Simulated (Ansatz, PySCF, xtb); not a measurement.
Reaction R1 + R2 → P1 + P2, each structure at its B3LYP-D3(BJ)/def2-TZVP stationary point, reached from a drawn start (curvature not checked).
R1, SiH4 (SMILES [SiH4]) (charge 0, multiplicity 1):
```xyz
5

Si     0.00000    -0.00002     0.00000
H     -0.16918     1.22342    -0.81594
H     -0.74394     0.14788     1.27117
H      1.43702    -0.20474     0.29024
H     -0.52390    -1.16663    -0.74546
```
P1: Si2H6 (SMILES [SiH3][SiH3]), charge 0, multiplicity 1.
R2, FH3Si (SMILES F[SiH3]) (charge 0, multiplicity 1):
```xyz
5

Si    -0.042     0.001    -0.009
F      1.526    -0.040     0.337
H     -0.383     1.369    -0.450
H     -0.305    -0.974    -1.087
H     -0.795    -0.356     1.210
```
P2: HF (SMILES F), charge 0, multiplicity 1.

```tsv
level	reaction energy (eV)	minus CCSD(T)/cc-pV(Q+d)Z
GFN1-xTB	3.418	2.083
GFN2-xTB	2.712	1.377
HF/cc-pV(D+d)Z	1.443	0.108
HF/cc-pV(T+d)Z	1.633	0.298
HF/cc-pV(Q+d)Z	1.672	0.337
PBE/def2-TZVPP	1.099	-0.236
BLYP-D3(BJ)/def2-TZVPP	1.276	-0.059
BLYP-D4/def2-TZVPP	1.288	-0.047
revPBE/def2-TZVPP	1.106	-0.229
revPBE-D3(BJ)/def2-TZVPP	1.030	-0.305
revPBE-D4/def2-TZVPP	1.042	-0.294
r2SCAN/def2-TZVPP	1.280	-0.055
r2SCAN-D3(BJ)/def2-TZVPP	1.266	-0.069
r2SCAN-D4/def2-TZVPP	1.269	-0.066
B97M-V/def2-TZVPP	1.296	-0.039
B3LYP-D4/def2-TZVPP	1.322	-0.013
PBE0/def2-TZVPP	1.147	-0.189
PBE0-D3(BJ)/def2-TZVPP	1.105	-0.230
PBE0-D4/def2-TZVPP	1.109	-0.226
BHLYP/def2-TZVPP	1.485	0.150
BHLYP-D3(BJ)/def2-TZVPP	1.409	0.074
BHLYP-D4/def2-TZVPP	1.415	0.079
M06-2X/def2-TZVPP	1.396	0.061
CAM-B3LYP/def2-TZVPP	1.449	0.114
CAM-B3LYP-D3(BJ)/def2-TZVPP	1.402	0.067
CAM-B3LYP-D4/def2-TZVPP	1.408	0.073
wB97X-V/def2-TZVPP	1.314	-0.021
wB97M-V/def2-TZVPP	1.359	0.024
B2PLYP/def2-TZVPP	1.404	0.069
B2PLYP-D3(BJ)/def2-TZVPP	1.357	0.022
MP2/cc-pV(D+d)Z	1.278	-0.057
MP2/cc-pV(T+d)Z	1.389	0.054
MP2/cc-pV(Q+d)Z	1.401	0.066
SCS-MP2/cc-pV(Q+d)Z	1.476	0.141
CCSD/cc-pV(D+d)Z	1.233	-0.102
CCSD/cc-pV(T+d)Z	1.351	0.016
CCSD/cc-pV(Q+d)Z	1.379	0.044
CCSD(T)/cc-pV(D+d)Z	1.214	-0.121
CCSD(T)/cc-pV(T+d)Z	1.314	-0.021
CCSD(T)/cc-pV(Q+d)Z	1.335	0.000
```

 The comparison column counts from a level with limits of its own.

P less R. No zero-point or thermal terms.

Cores are frozen in the correlated methods.

The values were computed with Ansatz (Gaussian orbitals); PySCF for M06-2X and the D3/D4 terms; xtb for the GFN methods. No computed number here is a measurement.

Ansatz is a program for electronic structure.
